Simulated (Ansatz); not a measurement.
CH8FNOSi2, SMILES O[Si@@H](N[SiH2]C)F.

The structure is a stationary point at PBE-D3(BJ)/def2-SVP. The structure was generated by enumeration; whether it is a known compound was not checked. One conformer was computed; it need not be the lowest.

Two levels are set side by side: PBE/def2-SVPD (Ansatz, a program for electronic structure) and PBE0/def2-SVPD (Ansatz). Energy differences of separate SCF runs at the same geometry; the states with an electron removed or added have multiplicity 2 and 2. Differences are taken from unrounded values.

| quantity | PBE |
|---|---|
| vertical ionisation energy (eV) | 9.43 |
| vertical singlet–triplet gap (eV) | 6.04 |

Problem. These are the PBE values. What does PBE0 give? (Estimate from the structure and the level; the computed values follow.)

Solution. 
| quantity | PBE0 | PBE minus PBE0 |
|---|---|---|
| vertical ionisation energy (eV) | 9.77 | -0.34 |
| vertical singlet–triplet gap (eV) | 6.43 | -0.39 |
